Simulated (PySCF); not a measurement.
H₃OSi, SMILES [SiH2]=[OH+], charge +1. Atoms are numbered in the order given.

```xyz
5

O      0.1051     1.0281     0.0000
Si    -0.0147    -0.5368     0.0000
H     -0.5805     1.7120     0.0000
H     -1.3261    -1.1930     0.0000
H      1.2722    -1.2285     0.0000
```
Charge +1, spin multiplicity 1.

Geometry: B3LYP-D3(BJ)/def2-TZVP. The isomer is the one that the SMILES or the coordinates give; other isomers of the formula were not compared.

Vertical ionisation energy (IE) and electron affinity (EA) in eV. Rows of orbital energies are one-electron estimates. Where ΔSCF, EOM or ADC give a negative EA the extra electron is unbound and the value depends on the basis.

```csv
level,IE,EA
"−ε(HOMO), −ε(LUMO), PBE/def2-TZVPD (PySCF)",15.23,9.83
"−ε(HOMO), −ε(LUMO), ωB97X/def2-TZVPD (PySCF)",19.21,6.59
ADC(2)/aug-cc-pVDZ (PySCF),18.73,6.39
```

Beyond the first one, list the lowest photoelectron lines from PySCF 2.14.0 with ADC(2)/aug-cc-pVDZ with their pole strengths (two spins summed). (Estimate from the structure and the level; the computed values follow.)

19.23 eV (1.75), 21.07 eV (1.86), 23.28 eV (1.83), 26.39 eV (1.79).
